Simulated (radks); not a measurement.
Results of a calculation; reference values are marked as such.
Species: Dy4+. Configuration: [Xe] 4f7 5d1 (not the ground configuration). Code: a radial shooting solver on a logarithmic mesh with Libxc functionals. Model: Dirac Kohn-Sham, PBE, spin-unpolarised, spherical densities, point nucleus; open shells fill j = l - 1/2 first.

Unscreened Slater integrals over Kohn-Sham orbitals (eV). Large and small components are both included. Empty in this configuration: 5d5/2.

integral,value
"F0(5d3/2,5d3/2)",13.387
"F2(5d3/2,5d3/2)",7.1244
"F0(5d3/2,4f7/2)",16.870
"F2(5d3/2,4f7/2)",4.5215
"G3(5d3/2,4f7/2)",1.6528
"G5(5d3/2,4f7/2)",1.2880
"F0(5d3/2,4f5/2)",16.891
"F2(5d3/2,4f5/2)",4.4797
"G1(5d3/2,4f5/2)",1.8603
"G3(5d3/2,4f5/2)",1.6206
"F0(5d3/2,5p3/2)",14.894
"F2(5d3/2,5p3/2)",7.6036
"G1(5d3/2,5p3/2)",9.2611
"G3(5d3/2,5p3/2)",5.7751
"F0(5d3/2,5d5/2)",13.277
"F2(5d3/2,5d5/2)",7.0661
"G2(5d3/2,5d5/2)",7.0620
"G4(5d3/2,5d5/2)",4.7356
"F0(4f7/2,4f7/2)",34.022
"F2(4f7/2,4f7/2)",16.415
"F4(4f7/2,4f7/2)",10.348
"F6(4f7/2,4f7/2)",7.4587
"F0(4f7/2,4f5/2)",34.197
"F2(4f7/2,4f5/2)",16.500
"F4(4f7/2,4f5/2)",10.402
"G2(4f7/2,4f5/2)",16.457
"G4(4f7/2,4f5/2)",10.376
"G6(4f7/2,4f5/2)",7.4796
"F0(4f7/2,5p3/2)",20.832
"F2(4f7/2,5p3/2)",6.9927
"G2(4f7/2,5p3/2)",3.2194
"G4(4f7/2,5p3/2)",2.5875
"F0(4f7/2,5d5/2)",16.625
"F2(4f7/2,5d5/2)",4.3816
"F4(4f7/2,5d5/2)",2.1569
"G1(4f7/2,5d5/2)",1.8034
"G3(4f7/2,5d5/2)",1.5768
"G5(4f7/2,5d5/2)",1.2321
"F0(4f5/2,4f5/2)",34.375
"F2(4f5/2,4f5/2)",16.588
"F4(4f5/2,4f5/2)",10.459
"F0(4f5/2,5p3/2)",20.870
"F2(4f5/2,5p3/2)",6.9434
"G2(4f5/2,5p3/2)",3.1529
"G4(4f5/2,5p3/2)",2.5421
"F0(4f5/2,5d5/2)",16.646
"F2(4f5/2,5d5/2)",4.3406
"F4(4f5/2,5d5/2)",2.1274
"G1(4f5/2,5d5/2)",1.7549
"G3(4f5/2,5d5/2)",1.5435
"G5(4f5/2,5d5/2)",1.2080
"F0(5p3/2,5p3/2)",17.226
"F2(5p3/2,5p3/2)",9.3478
"F0(5p3/2,5d5/2)",14.731
"F2(5p3/2,5d5/2)",7.4638
"G1(5p3/2,5d5/2)",8.9928
"G3(5p3/2,5d5/2)",5.6103
"F0(5d5/2,5d5/2)",13.170
"F2(5d5/2,5d5/2)",7.0134
"F4(5d5/2,5d5/2)",4.7033
